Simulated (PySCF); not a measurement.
**Radial density of Pd⁺ (palladium, charge +1)**

CAM-B3LYP, [Kr] 4d9, 2D determinant. Calculation: PySCF 2.14, in aug-cc-pwCVDZ-PP with ECP28MDF; scalar relativity through the core potential. This is the valence pseudo-density: the core potential removes the inner electrons and smooths the orbitals near the nucleus.

```tsv
r (bohr)	4πr²ρ (e/bohr)	4πr²(ρα − ρβ)
0.0187	1.439e-05	0.0000
0.0314	3.634e-05	0.0000
0.0528	8.588e-05	0.0000
0.0888	0.0003230	0.0000
0.149	0.003370	0.0002
0.251	0.05607	0.0034
0.423	1.324	0.0549
0.711	12.48	0.4778
1.20	13.49	0.7924
2.01	3.038	0.2696
3.38	0.2671	0.0184
5.69	0.004879	0.0001
```

Energies and moments cover only the electrons outside the core potential.
